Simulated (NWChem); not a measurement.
# BiHCl2; SMILES [Cl][BiH][Cl]

Computed with NWChem. Geometry: optimised at PBE0/def2-SVP. def2 effective core potentials on Bi; no spin-orbit coupling. LC-ωPBE (HJS hole) with def2-SVP; x = 1 − exp(−ω/0.25 bohr⁻¹) is a scale chosen for this fit.

| row | x | −ε(HOMO) (eV) |
|---|---|---|
| ω = 0.10 | 0.330 | 8.12 |
| ω = 0.20 | 0.551 | withheld |
| ω = 0.35 | 0.753 | 10.31 |
| ω = 0.60 | 0.909 | 11.18 |

Fit a straight line of the last column on the one before it, predict the withheld value, and compare with the run.


1. Means of the 3 shown rows: x = 0.6640, y = 9.870. Slope Σ(x − x̄)(y − ȳ)/Σ(x − x̄)² = 0.9446/0.1795 = 5.262; intercept 6.376.
2. The shown rows scatter about the line by 0.021 (root mean square); the largest residual is -0.03, at ω = 0.35.
3. At x = 0.551 (ω = 0.20; inside the shown range) the line gives 9.28.
4. The run gives 9.24, -0.04 from the line, 1.9 times the scatter.
